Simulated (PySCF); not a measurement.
Q: Write Cartesian coordinates for 4-methyl-1,3-dioxane (`C[C@H]1CCOCO1`) as optimised with PBE0-D3(BJ)/def2-SVP.

A: 
```xyz
17
C5H10O2 angstrom
C      1.7080    1.2462   -0.1903
C      0.5664    0.4101    0.3358
C     -0.7239    0.5478   -0.4667
C     -1.7353   -0.4733    0.0307
O     -1.1706   -1.7618    0.0335
C     -0.0088   -1.8000    0.7946
O      0.9793   -0.9447    0.3233
H      1.9383    0.9634   -1.2285
H      2.6099    1.0847    0.4174
H      1.4516    2.3155   -0.1649
H      0.3522    0.7008    1.3888
H     -0.5007    0.3518   -1.5284
H     -1.1266    1.5700   -0.3839
H     -2.0675   -0.2049    1.0566
H     -2.6286   -0.5110   -0.6091
H     -0.2486   -1.5453    1.8548
H      0.3878   -2.8228    0.7396
```

Orientation and origin are arbitrary. Atoms count from 1 in this order. O5 (cyclic ether oxygen) is bent (angle 111.2°). Of the pairs four or more bonds apart, H11···H16 is among the closest relative to their van der Waals radii: 2.37 Å, 99 % of the sum of Bondi's values. The 6-membered ring C2–C3–C4–O5–C6–O7 has internal angles of 109.2° to 113.1°; it is puckered, 0.22 Å rms from its mean plane, widest ring torsion 61°. The C–O distances run from 1.389 Å (C6–O7, drawn single) to 1.416 Å (C2–O7, drawn single), a spread of 0.027 Å.

Bonds between heavy atoms (Å): C1–C2 1.510, C2–C3 1.526, C3–C4 1.521, C4–O5 1.407, O5–C6 1.389, C6–O7 1.389, C2–O7 1.416.

Level of theory: PySCF, PBE0-D3(BJ)/def2-SVP geometry optimisation, gas phase.

Point group: C1 (no symmetry element, even within 0.4 Å). Not checked by PBE0-D3(BJ)/def2-SVP frequencies. The numbers are those of one conformer (C1–C2–C3–C4 172°, C2–C3–C4–O5 -53°, C3–C4–O5–C6 56°, C4–O5–C6–O7 -61°).

On an AMD EPYC 7R43 with one thread, shared host, this took 70 s of wall time and 0.73 GiB of memory at its peak. These figures are those of the optimisation.
